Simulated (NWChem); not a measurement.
Everything below was run with NWChem. System: C$_{2}$H$_{5}$FO$_{2}$Si, charge 0, spin multiplicity 1, at a geometry optimised with B3LYP/def2-SVP. The structure started from a generated list of species. Level: B3LYP/def2-SVP, VWN1-RPA local correlation.

Part of the output:

```
             Northwest Computational Chemistry Package (NWChem) 7.3.0
             --------------------------------------------------------

                                NWChem Input Module
                                -------------------

 Scaling coordinates for geometry "geometry" by  1.889725989
 (inverse scale =  0.529177249)

 Turning off AUTOSYM since
 SYMMETRY directive was detected!

                             Geometry "geometry" -> ""
                             -------------------------

 Output coordinates in angstroms (scale by  1.889725989 to convert to a.u.)

  No.       Tag          Charge          X              Y              Z
 ---- ---------------- ---------- -------------- -------------- --------------
    1 O                    8.0000    -2.64829100     0.07516600     0.00000000
    2 Si                  14.0000    -1.37538400    -0.97658500     0.00000000
    3 O                    8.0000     0.00629100    -0.02347300     0.00000000
    4 C                    6.0000     1.31192100    -0.38377900     0.00000000
    5 C                    6.0000     2.31154800     0.50324200     0.00000000
    6 F                    9.0000     2.10656300     1.82545500     0.00000000
    7 H                    1.0000    -2.43954100     1.01716300     0.00000000
    8 H                    1.0000    -1.39738500    -1.83122800     1.21798700
    9 H                    1.0000    -1.39738500    -1.83122800    -1.21798700
   10 H                    1.0000     1.56232700    -1.45137700     0.00000000
   11 H                    1.0000     3.36347400     0.20943500     0.00000000

 Effective nuclear repulsion energy (a.u.)     292.4628724338

            Nuclear Dipole moment (a.u.)
            ----------------------------
        X                 Y               Z
 ---------------- ---------------- ----------------
    -0.0000094486    -0.0000151178     0.0000000000

      Symmetry information
      --------------------

 Group name             Cs
 Group number              2
 Group order               2
 No. of unique centers    10

      Symmetry unique atoms

     1    2    3    4    5    6    7    8   10   11


 Summary of "ao basis" -> "" (spherical)
 ------------------------------------------------------------------------------
       Tag                 Description            Shells   Functions and Types
 ---------------- ------------------------------  ------  ---------------------
 *                          def2-svp                  on all atoms

                                 NWChem DFT Module
                                 -----------------

 Summary of "ao basis" -> "ao basis" (spherical)
 ------------------------------------------------------------------------------
       Tag                 Description            Shells   Functions and Types
 ---------------- ------------------------------  ------  ---------------------
 O                          def2-svp                 6       14   3s2p1d
 Si                         def2-svp                 8       18   4s3p1d
 C                          def2-svp                 6       14   3s2p1d
 F                          def2-svp                 6       14   3s2p1d
 H                          def2-svp                 3        5   2s1p

 Summary of "ao basis" -> "ao basis" (spherical)
 ------------------------------------------------------------------------------
       Tag                 Description            Shells   Functions and Types
 ---------------- ------------------------------  ------  ---------------------
 O                          def2-svp                 6       14   3s2p1d
 Si                         def2-svp                 8       18   4s3p1d
 C                          def2-svp                 6       14   3s2p1d
 F                          def2-svp                 6       14   3s2p1d
 H                          def2-svp                 3        5   2s1p

      Symmetry analysis of basis
      --------------------------

        a'         80
        a"         33

            General Information
            -------------------
          SCF calculation type: DFT
          Wavefunction type:  closed shell.
          No. of atoms     :    11
[...]
    16 a'         17 a'         18 a'         19 a"         20 a'
    21 a"         22 a'         23 a'         24 a"         25 a'
    26 a'         27 a"         28 a"         29 a'         30 a'
    31 a"         32 a'         33 a'         34 a'         35 a'
    36 a"         37 a'         38 a'

------------------------------------------------------------
EAF file 0: "./mol.aoints.0" size=524288 bytes
------------------------------------------------------------
               write      read    awrite     aread      wait
               -----      ----    ------     -----      ----
     calls:        1         0         0         0         0
   data(b): 5.24e+05  0.00e+00  0.00e+00  0.00e+00
   time(s): 0.00e+00  0.00e+00  0.00e+00  0.00e+00  0.00e+00
rate(mb/s): 0.00e+00  0.00e+00
------------------------------------------------------------

   convergence    iter        energy       DeltaE   RMS-Dens  Diis-err    time
 ---------------- ----- ----------------- --------- --------- ---------  ------
 d= 0,ls=0.0,diis     1   -618.5970847385 -9.11D+02  1.63D-02  1.01D+00     2.6
 d= 0,ls=0.0,diis     2   -618.5494133565  4.77D-02  8.12D-03  1.71D+00     3.1
 d= 0,ls=0.0,diis     3   -618.7088010312 -1.59D-01  1.39D-03  5.48D-02     3.6
 d= 0,ls=0.0,diis     4   -618.7131715600 -4.37D-03  6.14D-04  4.47D-03     4.1
 d= 0,ls=0.0,diis     5   -618.7134983069 -3.27D-04  2.47D-04  1.86D-03     4.7
  Resetting Diis
 d= 0,ls=0.0,diis     6   -618.7137011377 -2.03D-04  4.34D-05  2.37D-05     5.2
 d= 0,ls=0.0,diis     7   -618.7137037623 -2.62D-06  2.60D-05  2.47D-06     5.6
 d= 0,ls=0.0,diis     8   -618.7137034131  3.49D-07  1.57D-05  5.34D-06     6.2
 d= 0,ls=0.0,diis     9   -618.7137040415 -6.28D-07  2.32D-06  1.30D-07     6.6

         Total DFT energy =     -618.713704041494
      One electron energy =    -1434.557564320923
           Coulomb energy =      584.734197491739
    Exchange-Corr. energy =      -61.353209646145
 Nuclear repulsion energy =      292.462872433835

 Numeric. integr. density =       56.000001050952

     Total iterative time =      6.2s

                  Occupations of the irreducible representations
                  ----------------------------------------------

                     irrep           alpha         beta
                     --------     --------     --------
                     a'               22.0         22.0
                     a"                6.0          6.0

                       DFT Final Molecular Orbital Analysis
                       ------------------------------------

 Vector   26  Occ=2.000000D+00  E=-3.411037D-01  Symmetry=a'
              MO Center=  1.6D-01, -2.4D-01,  1.8D-13, r^2= 2.7D+00
   Bfn.  Coefficient  Atom+Function         Bfn.  Coefficient  Atom+Function
  ----- ------------  ---------------      ----- ------------  ---------------
    37      0.499887   3 O  py               40      0.355421   3 O  py
   104      0.220823  10 H  s                51     -0.200905   4 C  py
   105      0.151784  10 H  s                64      0.138465   5 C  px
     4     -0.133550   1 O  px               63     -0.122366   5 C  s
    35      0.116530   3 O  s                23     -0.112100   2 Si py

 Vector   27  Occ=2.000000D+00  E=-3.105707D-01  Symmetry=a"
              MO Center= -1.9D+00, -7.7D-01,  9.0D-15, r^2= 2.9D+00
   Bfn.  Coefficient  Atom+Function         Bfn.  Coefficient  Atom+Function
  ----- ------------  ---------------      ----- ------------  ---------------
     6      0.464347   1 O  pz                9      0.348265   1 O  pz
    94     -0.253269   8 H  s                99      0.253269   9 H  s
    95     -0.236817   8 H  s               100      0.236817   9 H  s
    24     -0.164538   2 Si pz               29      0.099310   2 Si d -1
    21      0.082581   2 Si pz               52      0.079996   4 C  pz

 Vector   28  Occ=2.000000D+00  E=-2.360474D-01  Symmetry=a"
              MO Center=  1.4D+00,  1.9D-01,  1.8D-16, r^2= 2.5D+00
   Bfn.  Coefficient  Atom+Function         Bfn.  Coefficient  Atom+Function
  ----- ------------  ---------------      ----- ------------  ---------------
    66      0.392016   5 C  pz               52      0.340057   4 C  pz
    38     -0.320906   3 O  pz               41     -0.275976   3 O  pz
    80      0.257762   6 F  pz               69      0.243956   5 C  pz
    55      0.233775   4 C  pz               83     -0.210498   6 F  pz
    95      0.106450   8 H  s               100     -0.106450   9 H  s

 Vector   29  Occ=0.000000D+00  E= 1.812509D-02  Symmetry=a'
              MO Center= -1.2D+00, -9.5D-01, -2.7D-16, r^2= 5.1D+00
   Bfn.  Coefficient  Atom+Function         Bfn.  Coefficient  Atom+Function
  ----- ------------  ---------------      ----- ------------  ---------------
    25      0.909557   2 Si px                3      0.687626   1 O  s
   105      0.607098  10 H  s                49     -0.514972   4 C  s
    90     -0.436441   7 H  s                35     -0.306730   3 O  s
    54      0.268717   4 C  py               22      0.230225   2 Si px
    89     -0.152220   7 H  s               110      0.147852  11 H  s

 Vector   30  Occ=0.000000D+00  E= 2.242371D-02  Symmetry=a"
              MO Center=  1.7D+00,  3.9D-02, -1.6D-15, r^2= 2.6D+00
   Bfn.  Coefficient  Atom+Function         Bfn.  Coefficient  Atom+Function
  ----- ------------  ---------------      ----- ------------  ---------------
    55      0.629526   4 C  pz               69     -0.609840   5 C  pz
    66     -0.459865   5 C  pz               52      0.457038   4 C  pz
    27     -0.277131   2 Si pz               95      0.224331   8 H  s
   100     -0.224331   9 H  s                83      0.185889   6 F  pz
    41     -0.183715   3 O  pz               80     -0.183967   6 F  pz

 Vector   31  Occ=0.000000D+00  E= 4.724854D-02  Symmetry=a'
              MO Center= -9.4D-01,  8.5D-02,  3.0D-15, r^2= 5.2D+00
   Bfn.  Coefficient  Atom+Function         Bfn.  Coefficient  Atom+Function
  ----- ------------  ---------------      ----- ------------  ---------------
    35     -0.708872   3 O  s                26      0.695742   2 Si py
     3     -0.541789   1 O  s                18      0.533160   2 Si s
    90      0.521349   7 H  s               110      0.309949  11 H  s
    68      0.280468   5 C  py               25      0.278923   2 Si px
    49      0.236299   4 C  s                 7     -0.223906   1 O  px

 center of mass
 --------------
 x =   0.04294506 y =   0.09975963 z =   0.00000000

 moments of inertia (a.u.)
 ------------------
         384.083122899023        -415.380411995434           0.000000000000
        -415.380411995434        1288.844795238428           0.000000000000
           0.000000000000           0.000000000000        1651.571515703606

     Multipole analysis of the density
     ---------------------------------

     L   x y z        total         alpha         beta         nuclear
     -   - - -        -----         -----         ----         -------
     0   0 0 0     -0.000000    -28.000000    -28.000000     56.000000

     1   1 0 0      0.316711      0.158360      0.158360     -0.000009
     1   0 1 0     -0.422778     -0.211382     -0.211382     -0.000015
     1   0 0 1     -0.000000     -0.000000     -0.000000      0.000000

     2   2 0 0    -31.090964   -352.166113   -352.166113    673.241262
     2   1 1 0     -3.985363   -103.503395   -103.503395    203.021427
     2   1 0 1     -0.000000     -0.000000     -0.000000      0.000000
     2   0 2 0    -30.354917   -114.608817   -114.608817    198.862716
     2   0 1 1      0.000000      0.000000      0.000000      0.000000
     2   0 0 2    -32.135656    -21.365475    -21.365475     10.595293

 Task  times  cpu:        6.6s     wall:        6.6s

 Total times  cpu:        6.7s     wall:        6.7s
```

Task: Write an NWChem input that would produce this output.

Result: Several could match; the one computed here: 
```
start mol
memory heap 200 mb stack 800 mb global 1000 mb
geometry units angstroms nocenter noautoz
  O     -2.648291     0.075166     0.000000
  Si    -1.375384    -0.976585     0.000000
  O      0.006291    -0.023473     0.000000
  C      1.311921    -0.383779     0.000000
  C      2.311548     0.503242     0.000000
  F      2.106563     1.825455     0.000000
  H     -2.439541     1.017163     0.000000
  H     -1.397385    -1.831228     1.217987
  H     -1.397385    -1.831228    -1.217987
  H      1.562327    -1.451377     0.000000
  H      3.363474     0.209435     0.000000
  symmetry group Cs
end
basis spherical
  * library def2-svp
end
dft
  xc b3lyp
  semidirect memsize 60000000 filesize 0
  iterations 100
end
task dft energy
```
